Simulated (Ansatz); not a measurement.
`[CH3][GeH]([F])[Cl]` + `N=C=O` → `O=C=[N][GeH]([F])[Cl]` + CH₄ at 500 K and 1 bar (ligand exchange at a Ge–C bond).

Program: Ansatz. Geometries: PBE0-D4/def2-TZVP. ΔE: electronic, gas phase. CCSD(T)/CBS is the MP2 limit (def2-TZVPP, def2-QZVPP) plus CCSD(T) − MP2 in def2-TZVPP, frozen cores. This one scheme is used for every species. For Ge outer-core shells are correlated without core-valence functions, which leaves a few kJ/mol of doubt a bond. Scalar relativity is left out up to krypton. Each species was taken in one conformer, which may not be the lowest.

```json
{"species": "`[CH3][GeH]([F])[Cl]`", "CCSD(T)/CBS energy (Eh)": "-2676.23424", "H − E (kJ/mol)": "167.2", "S (J/(mol·K))": "389.3"}
{"species": "`N=C=O`", "CCSD(T)/CBS energy (Eh)": "-168.51995", "H − E (kJ/mol)": "77.7", "S (J/(mol·K))": "264.2"}
{"species": "`O=C=[N][GeH]([F])[Cl]`", "CCSD(T)/CBS energy (Eh)": "-2804.31074", "H − E (kJ/mol)": "111.7", "S (J/(mol·K))": "432.8"}
{"species": "CH₄", "CCSD(T)/CBS energy (Eh)": "-40.46206", "H − E (kJ/mol)": "135.6", "S (J/(mol·K))": "206.8"}
```

H − E and S are ideal-gas, rigid-rotor, harmonic terms from PBE0-D4/def2-TZVP, for one conformer and one mirror image of each species. 1 Eh = 2625.50 kJ/mol, R = 8.31446 J/(mol·K).

By hand: ΔE, ΔH, ΔS and ΔG.

ΔE = (-2804.31074) + (-40.46206) − (-2676.23424) − (-168.51995) = -0.01861 Eh = -48.9 kJ/mol. Δ(H − E) = 111.7 + 135.6 − 167.2 − 77.7 = 2.4, so ΔH = -46.5 kJ/mol. ΔS = 432.8 + 206.8 − 389.3 − 264.2 = -13.9 J/(mol·K). ΔG = -46.5 − 500 × (-13.9)/1000 = -39.5 kJ/mol.

By hand: the equilibrium constant, and the temperature at which ΔG would vanish if ΔH and ΔS stayed fixed.

log₁₀ K = −ΔG/(RT ln 10) = 4.1. ΔG = 0 at ΔH/ΔS = 3345 K, far beyond where these terms or the molecules hold.

The number of gas molecules stays the same, so ΔS is small and ΔH decides. A doubt of 5 kJ/mol in ΔE shifts log₁₀ K by 0.5 here. Other conformers and mirror images would add mixing entropy, several J/(mol·K) or more a flexible species. Modes under 60 cm⁻¹, often nearly free rotors, make the harmonic entropy too high. These are equilibria of isolated gas molecules and say nothing of rates. Largest T1 diagnostic: 0.018 (customary marks: 0.02 for closed shells, 0.045 for open ones).
